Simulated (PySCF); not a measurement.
Field gradients at the hydrogen positions

Compound: C₄H₆F₂SSi.
Numbering: `[F:1][C@@H:2]1[CH2:3][Si@@H:4]([F:5])[CH2:6][C:7]1=[S:8]` (hydrogens: H9 on C2; H10, H11 on C3; H12 on Si4; H13, H14 on C6)

Cartesian coordinates in Å at the GFN2-xTB level; atoms count from 1:
```
atom  x, y, z in Å
F1    -1.1521    0.0949   -1.7600
C2    -1.0690    0.6278   -0.4813
C3     0.3030    1.2890   -0.3283
Si4    1.4793   -0.1789   -0.0152
F5     2.3526    0.1065    1.3108
C6     0.0553   -1.3964    0.3796
C7    -1.1154   -0.4968    0.5227
S8    -2.2225   -0.5706    1.6992
H9    -1.9114    1.3187   -0.3802
H10    0.5147    1.8853   -1.2134
H11    0.2789    1.9637    0.5272
H12    2.4140   -0.5695   -1.0484
H13    0.1765   -2.0335    1.2529
H14   -0.1045   -2.0406   -0.4876
```

Level: PBE0/pcSseg-1 (PySCF, non-relativistic); Q(2H) = 0.00286 b; rigid geometry, the same for H and D, with no vibrational averaging.

Question: Rank these positions by the coupling χzz of a deuteron there, largest first.
A. H12 (Si–H hydrogen)
B. H10 (methylene hydrogen)
C. H9 (methine hydrogen)
D. H14 (methylene hydrogen)

Answer: B (213 kHz), D (209 kHz), C (191 kHz), A (114 kHz).

Q: Tabulate Vzz, the asymmetry η and χzz = 234.96 MHz × Q × Vzz for every hydrogen position.

A: 
```tsv
atom	bonded to	bond length (Å)	Vzz (au)	η	χzz (kHz)
H9	C2	1.094	0.2847	0.07	191
H10	C3	1.088	0.3167	0.03	213
H11	C3	1.090	0.3121	0.04	210
H12	Si4	1.447	0.1698	0.01	114
H13	C6	1.088	0.3138	0.04	211
H14	C6	1.092	0.3106	0.04	209
```

Q: Average by the element that carries the hydrogen.

A: on C: 207 kHz over 5 positions, mean bond length 1.090 Å; on Si: 114 kHz over 1 position, mean bond length 1.447 Å.

The structure is a single GFN2-xTB conformer in the gas phase; no vibrational or solvent corrections. GFN2-xTB bond lengths can be off by several hundredths of an ångström, more for odd bonds, and the gradients follow them. The basis is small and wasn't made for field gradients, so the couplings can be 20 % off.
